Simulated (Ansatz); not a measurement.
Harmonic frequencies (cm⁻¹) at PBE0-D4/def2-TZVP from Ansatz: 30, 50, 89, 106, 138, 216, 239, 297, 411, 464, 472, 601, 644, 661, 700, 723, 780, 846, 897, 1026, 1197, 1304, 1448, 1461, 1550, 1807, 2491, 2651, 3030, 3089, 3134, 3595, 3704.

Each molecule was computed in one conformer, which needn't be the lowest.

Problem. Which molecule is it?
A. `CB[BH][InH][NH2]`
B. `[BH2][Al]([CH3])[O][AlH2]`
C. `C[B](N)[GaH2]`
D. `F[C@H]1O[Si@H]1[GeH3]`

Solution. A.
